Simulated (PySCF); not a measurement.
Trend along the second period: MGe cations

PBE0 with double-zeta basis sets in PySCF, for the lowest determinant that a PBE0 search found; no spin–orbit coupling. De refers to high-spin ground-configuration atoms (the charge goes to the atom of lower measured ionisation energy or higher electron affinity, which is not always the lowest computed limit). A positive dipole points towards Ge; it is taken about the centre of mass and depends on that origin.

```csv
M,basis,charged atom,state (unpaired electrons),Re (Å),ωe (cm⁻¹),De (eV),μ (D)
Li,jorge-DZP-DKH,Li+,"triplet (σ ↑, π ↑)",2.877,231,0.85,-9.19
Be,pcseg-1,Ge+,doublet (π ↑),2.361,398,1.93,-5.94
B,x2c-SVPall,Ge+,"triplet (σ ↑, π ↑)",2.170,484,2.54,-1.81
C,def2-SVPD,Ge+,"quartet (σ ↑, π ↑↑)",1.914,704,3.39,0.11
N,"6-31G(d,p)",Ge+,triplet (π ↑↑),1.918,628,2.08,1.42
O,def2-SVP,Ge+,doublet (π ↑),1.782,745,3.72,2.11
F,cc-pVDZ-PP/cc-pVDZ,Ge+,singlet (closed shell),1.710,791,5.40,3.03
```

The shortest bond is that of GeF⁺ (1.710 Å), the longest that of LiGe⁺ (2.877 Å). GeF⁺ is bound most strongly (5.40 eV) and LiGe⁺ least (0.85 eV).

The rows differ in basis set, which adds steps of its own.

The state changes along the series, so neighbouring rows are not always alike in their bonding.

Spin–orbit coupling is left out. For an ion De counts to the pair picked by the measured ionisation energies or electron affinities, which need not be the lowest pair at this level. States were picked by a PBE0 search and need not be the measured ground states.
